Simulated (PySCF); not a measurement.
From one molecule to another.

First species: C6H13OP.
SMILES: `CC(C)(C)P1(=O)CC1`

Second species: C₆H₁₃OP.
SMILES: `[C@@H]1([P@@](=O)(C(C)C)C1)C`

Levels: PBE0/pcSseg-1 for dipole moment, HOMO energy, LUMO energy and HOMO–LUMO gap; GFN2-xTB for rotational constant A and rotational constant C. Geometries: GFN2-xTB. Each species is one conformer at its optimised geometry, gas phase, non-relativistic unless stated; the electronic structure was computed with PySCF and density fitting.

The conformers computed, where there is a choice (atom-mapped SMILES and torsion angles):
- `[CH3:1][C:2]([CH3:3])([CH3:4])[P:5]1(=[O:6])[CH2:7][CH2:8]1`: C1–C2–P5–O6 -59°
- `[CH3:1][CH:2]([CH3:3])[P@@:4]1(=[O:5])[CH2:6][C@H:7]1[CH3:8]`: C1–C2–P4–O5 59°

Question: Which of the two has the higher HOMO energy, and by how much?

Answer: The second: -6.81 eV against -6.92 eV, a difference of 0.11 eV.

Question: Which of the two has the higher rotational constant C, and by how much?

Answer: The first: 1.274 GHz against 1.152 GHz, a difference of 0.122 GHz.

Question: Which of the two has the higher rotational constant A, and by how much?

Answer: The first: 2.405 GHz against 2.325 GHz, a difference of 0.080 GHz.

Question: Which of the two has the higher LUMO energy, and by how much?

Answer: The first: 0.97 eV against 0.91 eV, a difference of 0.06 eV.

Question: Which of the two has the higher HOMO–LUMO gap, and by how much?

Answer: The first: 7.89 eV against 7.72 eV, a difference of 0.17 eV.

On the first: The dipole matches unit charges of opposite sign 0.83 Å apart (1 e·Å = 4.8032 D).

On the second: The dipole matches unit charges of opposite sign 0.84 Å apart (1 e·Å = 4.8032 D).
